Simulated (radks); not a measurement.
Species: Sn2+. Configuration: [Kr] 4d10 5s2. Method: scalar-relativistic Kohn-Sham, LDA (Slater exchange, VWN5 correlation), spin-polarised, spherical densities, finite nucleus; Fermi nuclear charge, rms radius 4.6519 fm; computed with a radial shooting solver on a logarithmic mesh with Libxc functionals.

Radial electron density D(r) = 4 pi r^2 rho(r):

r (bohr)  D(r) (e/bohr)
0.004108          15.90
0.005436          23.45
0.007192          33.15
0.009517          44.31
0.01259           55.14
0.01666           62.69
0.02222           64.18
0.0294            59.86
0.0389            55.79
0.05147           60.37
0.0681            74.01
0.09011           82.54
0.1192            72.89
0.159             58.03
0.2104            61.63
0.2784            67.25
0.3683            47.67
0.4874            23.93
0.6449            21.58
0.8532            22.83
1.138             14.44
1.506             6.371
1.992             2.608
2.636            0.9830
3.488            0.2382
4.615           0.02633
6.106         0.0009934

D(r) has 4 maxima, at r = 0.0203, 0.0901, 0.263, 0.775 bohr, and minima at 0.0398, 0.172, 0.572 bohr, inside which lie 1.99, 11.14, 29.02 electrons.
